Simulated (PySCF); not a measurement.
**`CC[P@TB1](C)(C)(C)C`, C6H17P**

Geometry:
| atom | x (Å) | y (Å) | z (Å) |
| --- | --- | --- | --- |
| C1 | 2.430 | 0.621 | 0.601 |
| C2 | 1.519 | 0.239 | -0.562 |
| P3 | -0.370 | -0.100 | -0.127 |
| C4 | 0.073 | -1.650 | 0.802 |
| C5 | -0.768 | -0.243 | -1.932 |
| C6 | -0.497 | 1.569 | 0.685 |
| C7 | -2.248 | -0.436 | 0.313 |
| H8 | 3.477 | 0.474 | 0.336 |
| H9 | 2.303 | 1.665 | 0.876 |
| H10 | 2.221 | 0.017 | 1.483 |
| H11 | 1.907 | -0.674 | -1.030 |
| H12 | 1.577 | 1.021 | -1.326 |
| H13 | 1.141 | -1.812 | 0.887 |
| H14 | -0.374 | -2.477 | 0.254 |
| H15 | -0.382 | -1.613 | 1.790 |
| H16 | -1.544 | -0.988 | -2.085 |
| H17 | 0.107 | -0.481 | -2.529 |
| H18 | -1.155 | 0.727 | -2.239 |
| H19 | -0.170 | 1.445 | 1.716 |
| H20 | 0.157 | 2.283 | 0.193 |
| H21 | -1.521 | 1.930 | 0.683 |
| H22 | -2.429 | -0.297 | 1.380 |
| H23 | -2.906 | 0.249 | -0.222 |
| H24 | -2.560 | -1.449 | 0.061 |

Computed with PySCF 2.14.0, GIAO CAM-B3LYP/pcSseg-1 magnetisability, rotational g tensor and spin-rotation constants, non-relativistic, gas phase. Geometry: GFN2-xTB.

(1) Give the nuclear spin-rotation constants along the inertial axes (H = +C I·J) beside the isotropic shieldings.

(2) How do the rotational constants and the g tensor change when H8, H9, H10, H11, H12, H13, H14, H15, H16, H17, H18, H19, H20, H21, H22, H23, H24 are replaced by deuterium?

## Answers

(1) Rotational constants 2.6494, 1.5057, 1.4935 GHz. A star marks the isotopologue with that one atom substituted, in its own axes.
| atom | isotope | Caa (kHz) | Cbb (kHz) | Ccc (kHz) | mean (kHz) | σ (ppm) |
| --- | --- | --- | --- | --- | --- | --- |
| P3 | 31P | 4.418 | 1.468 | 1.343 | 2.409 | 481.8 |
| H8 | 1H | -0.023 | -0.129 | -0.150 | -0.101 | 30.6 |
| H9 | 1H | -0.275 | -0.118 | -0.030 | -0.141 | 31.0 |
| H10 | 1H | -0.268 | -0.084 | -0.068 | -0.140 | 31.0 |
| H11 | 1H | -0.297 | -0.073 | -0.067 | -0.146 | 31.4 |
| H12 | 1H | -0.296 | -0.131 | -0.005 | -0.144 | 31.1 |
| H13 | 1H | -0.018 | -0.175 | -0.122 | -0.105 | 30.8 |
| H14 | 1H | -0.169 | -0.109 | -0.087 | -0.122 | 30.0 |
| H15 | 1H | -0.308 | 0.022 | -0.144 | -0.143 | 30.3 |
| H16 | 1H | -0.039 | -0.147 | -0.137 | -0.108 | 30.7 |
| H17 | 1H | -0.178 | -0.032 | -0.171 | -0.127 | 30.6 |
| H18 | 1H | -0.304 | -0.163 | 0.052 | -0.138 | 29.6 |
| H19 | 1H | -0.255 | 0.002 | -0.136 | -0.130 | 29.5 |
| H20 | 1H | -0.169 | -0.147 | -0.069 | -0.128 | 30.9 |
| H21 | 1H | -0.084 | -0.156 | -0.107 | -0.115 | 30.8 |
| H22 | 1H | -0.310 | 0.045 | -0.189 | -0.151 | 31.7 |
| H23 | 1H | -0.196 | -0.187 | -0.024 | -0.135 | 31.7 |
| H24 | 1H | -0.185 | -0.151 | -0.065 | -0.134 | 31.7 |
| C1 | 13C* | 0.353 | 0.199 | 0.211 | 0.254 | 172.7 |
| C2 | 13C* | 0.458 | 0.315 | 0.301 | 0.358 | 135.0 |
| C4 | 13C* | 0.356 | 0.225 | 0.252 | 0.278 | 162.8 |
| C7 | 13C* | 0.382 | 0.280 | 0.279 | 0.314 | 149.2 |

For the geometry as given, no vibrational averaging.

(2) Constants 2.0097, 1.1881, 1.1783 GHz; g 0.0016, -0.0089, -0.0105, against 0.0022, -0.0112, -0.0134 before.
